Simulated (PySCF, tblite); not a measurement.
Isomers of C3H6OSi, one GFN2-xTB conformer each. Single-point energies are computed at PBE0/pcSseg-1 (PySCF, gas phase, no added dispersion term), electronic only.

Question: Rank them by PBE0/pcSseg-1 energy, lowest first (kJ/mol).
A. `[O:1]=[C:2]1[CH2:3][SiH2:4][CH2:5]1` with O1–C2–C3–Si4 161°, C2–C3–Si4–C5 11°, C3–Si4–C5–C2 -11°, O1–C2–C5–Si4 -161°
B. `[O:1]=[CH:2][SiH:3]1[CH2:4][CH2:5]1` with O1–C2–Si3–C4 -153°

Answer: A (0.0), B (103.8).

As drawn, the lower has a four-membered ring, which the higher lacks; the higher has a three-membered ring, which the lower lacks. GFN2-xTB itself gives, in the same order: 0.0, 174.9. Both levels put the same isomer lowest.

Which frontier levels, dipoles and rotational constants go with these structures?

```tsv
SMILES	HOMO (eV, PBE0/pcSseg-1)	LUMO (eV)	dipole (D)	A, B, C (MHz)
O=C1C[SiH2]C1	-7.16	-0.67	3.00	9304, 3103, 2507
O=C[SiH]1CC1	-7.07	-1.60	2.72	11578, 2180, 2148
```

What happens when harmonic zero-point energies from GFN2-xTB frequencies are added?

| SMILES | ZPE (kJ/mol) | electronic (kJ/mol) | with ZPE (kJ/mol) |
| --- | --- | --- | --- |
| O=C1C[SiH2]C1 | 203.6 | 0.0 | 0.0 |
| O=C[SiH]1CC1 | 206.9 | 103.8 | 107.1 |

The zero-point energies span 3.3 kJ/mol. The order is unchanged.
